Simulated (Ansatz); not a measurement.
Basis-set extrapolation for CH9AlSi3, SMILES `[SiH3][SiH2][SiH]1[CH2][AlH]1` (PBE0-D4/def2-TZVP geometry, frozen core, the Gaussian-basis code of Ansatz). Multiplicity 1, RHF reference.

```tsv
	def2-TZVPP	def2-QZVPP
HF	-1151.810435	-1151.845341
MP2 correlation	-0.622194	-0.665662
CCSD(T) correlation	-0.731112	not run
```

Energies in hartree. Use E(X) = E(∞) + A·exp(−7.88·√X) for Hartree–Fock and E(X) = E(∞) + B·X^(−2.97) for correlation, with X = 3 and 4, and add CCSD(T) minus MP2 of the smaller set to the MP2 limit.

Task: What is the CCSD(T) energy at the basis-set limit?

Result: HF limit: -1151.845341 + (-0.034906) × 0.13774 = -1151.85015. MP2 limit: -0.665662 + (-0.043468) × 0.74074 = -0.69786. Higher-order term: -0.731112 − (-0.622194) = -0.10892. Total: -1152.65693 hartree, 302.9 kJ/mol below CCSD(T)/def2-TZVPP.
